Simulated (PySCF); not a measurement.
Dipole moment and polarisability of `CC(C)(C)c1ccncc1`

Species: C₉H₁₃N.
Numbering: `[CH3:1][C:2]([CH3:3])([CH3:4])[c:5]1[cH:6][cH:7][n:8][cH:9][cH:10]1` (hydrogens: H11, H12, H13 on C1; H14, H15, H16 on C3; H17, H18, H19 on C4; H20 on C6; H21 on C7; H22 on C9; H23 on C10)

Cartesian coordinates in Å at the PBE0-D3(BJ)/def2-SVP level; atoms count from 1:
```xyz
23
C9H13N angstrom
C     -1.7164   -0.7962    1.1154
C     -0.9900   -0.0363    0.0056
C     -1.4195   -0.6174   -1.3494
C     -1.3887    1.4446    0.0833
C      0.5275   -0.1478    0.1342
C      1.1628   -0.8641    1.1519
C      2.5573   -0.9144    1.1962
N      3.3486   -0.3131    0.3153
C      2.7507    0.3711   -0.6583
C      1.3703    0.4831   -0.7913
H     -1.4822   -1.8715    1.0957
H     -1.4617   -0.4058    2.1124
H     -2.8042   -0.6916    0.9864
H     -0.9618   -0.0758   -2.1902
H     -2.5129   -0.5515   -1.4635
H     -1.1296   -1.6759   -1.4332
H     -2.4817    1.5503   -0.0024
H     -0.9308    2.0342   -0.7244
H     -1.0758    1.8867    1.0415
H      0.5909   -1.3886    1.9176
H      3.0540   -1.4772    1.9957
H      3.4092    0.8647   -1.3828
H      0.9610    1.0646   -1.6203
```

Level: PBE0/def2-SVPD (PySCF), static field, nuclei fixed, core orbitals frozen in the response. The polarisability tensor in these axes (au):

```
x   133.69  -1.87   1.65
y    -1.87  93.67 -15.15
z     1.65 -15.15 104.89
```

Question: Give the principal values, the mean and the anisotropy Δα = √{½[(α1 − α2)² + (α2 − α3)² + (α1 − α3)²]}.

Answer: Principal values 83.12, 115.12 and 134.02 au; mean 110.75 au = 16.41 Å³ = 18.26 × 10⁻⁴⁰ C²·m²/J; Δα = 44.56 au (40 % of the mean).

Question: What is the dipole moment, and where does it point?

Answer: (-2.91, 0.18, -0.20) D, 2.92 D in size, pointing from the negative to the positive side. Measured along this direction, the outermost atoms are N8 and H21 at the negative end and H13, H15 and H17 at the positive end.

Question: Give the principal axes and the span of the nuclei along them.

Answer: Largest value along (0.99, -0.08, 0.10), where the nuclei span 6.00 Å; middle along (-0.13, -0.56, 0.82), 4.33 Å; least along (0.01, 0.82, 0.57), 4.34 Å. 

Question: Molar refractivity from α?

Answer: Lorentz–Lorenz: R = (4π/3)N_A α = 2.5225 cm³/(mol·Å³) × 16.41 Å³ = 41.4 cm³/mol, in the limit of long wavelengths.

Question: Refractivity n − 1 of an ideal gas of it at 400 K and 1 atm, from the electronic α?

Answer: N = p/kT = 1.8347 × 10¹⁹ cm⁻³, so n − 1 = 2π × N × 16.41 × 10⁻²⁴ cm³ = 1892 × 10⁻⁶ at long wavelengths.

Question: What depolarisation ratio follows for Rayleigh scattering of linearly polarised light, taking the static tensor?

Answer: ρ = 3Δα²/(45ᾱ² + 4Δα²) = 5955.8/(551977 + 7941.1) = 0.0106.

Isolated species at its PBE0-D3(BJ)/def2-SVP geometry, gas phase.
